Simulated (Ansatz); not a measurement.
Species: sum formula H$_{4}$SiO$_{4}$ (charge 0, singlet). 
Coordinates optimised at B3LYP-D3(BJ)/def2-TZVP (Ansatz, a first-principles code):
```xyz
9

Si     0.0000     0.0000     0.0000
O      1.0070    -0.0221    -1.2898
O     -1.4696     0.1493    -0.7044
O      0.1298    -1.3336     0.9396
O      0.3327     1.2064     1.0545
H      1.9177    -0.2768    -1.1241
H     -2.2079     0.3566    -0.1267
H     -0.1937    -2.1579     0.5689
H      0.4839     2.0782     0.6818
```
Charge 0, spin multiplicity 1.

Basis-set convergence of Hartree-Fock and CCSD(T) correlation energies (hartree) with Ansatz. Valence correlation only, unless marked. Spin-orbit coupling is left out. Non-relativistic.

```tsv
basis	functions	E(HF)	E(corr, CCSD(T))	rough core time
cc-pV(D+d)Z	99	-590.94257	-0.87842	under 20 s
cc-pV(T+d)Z	215	…	…	2.1 min
```

Q: Complete the blanks.

A: 
- cc-pV(T+d)Z, E(HF): -591.08986
- cc-pV(T+d)Z, E(corr, CCSD(T)): -1.12733
